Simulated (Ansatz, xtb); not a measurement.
Species: C₄H₅S, net charge 0, doublet state. It need not be the lowest isomer of its formula. 
Structure (B3LYP-D3(BJ)/def2-TZVP (Ansatz, a program for electronic structure) minimum search):
SMILES: [C]1=CCSC1
```xyz
10

C     -1.4092     0.0065    -0.0855
C     -0.7269    -1.2904    -0.0767
C      0.5733    -1.4364    -0.0013
C      1.3213    -0.1259     0.0772
S      0.0303     1.1969     0.0320
H     -1.9639     0.1946    -1.0050
H     -2.0717     0.1500     0.7683
H      1.1038    -2.3796     0.0072
H      1.8944    -0.0412     1.0019
H      2.0019     0.0033    -0.7660
```
Charge 0, spin multiplicity 2.

Harmonic wavenumbers from GFN2-xTB (xtb, at its own minimum), cm⁻¹: 121, 331, 458, 535, 626, 719, 754, 848, 878, 970, 1028, 1031, 1050, 1136, 1153, 1203, 1421, 1425, 1748, 2954, 2972, 2973, 2988, 3127.

Problem. Give the harmonic wavenumbers at B3LYP-D3(BJ)/def2-TZVP (Ansatz, finite differences of forces, unscaled).

Solution. 120, 363, 498, 594, 659, 742, 794, 895, 953, 953, 976, 1114, 1129, 1208, 1213, 1275, 1480, 1486, 1713, 3041, 3055, 3079, 3094, 3187 cm⁻¹. Zero-point energy 48.1 kcal/mol.

Problem. From these and the geometry, give the ideal-gas thermochemistry at 298.15 K and 1 atm (rigid rotor, harmonic oscillator).

Solution. Point group Cs, rotational symmetry number 1. Rotational constants 6.709, 5.045, 2.988 GHz. S(trans) 39.24, S(rot) 25.57, S(vib) 6.89, S(elec, spin only) 1.38, S 73.1 cal/(mol K). H(298) - H(0) 3.64 kcal/mol; G - E(el) 29.9 kcal/mol.
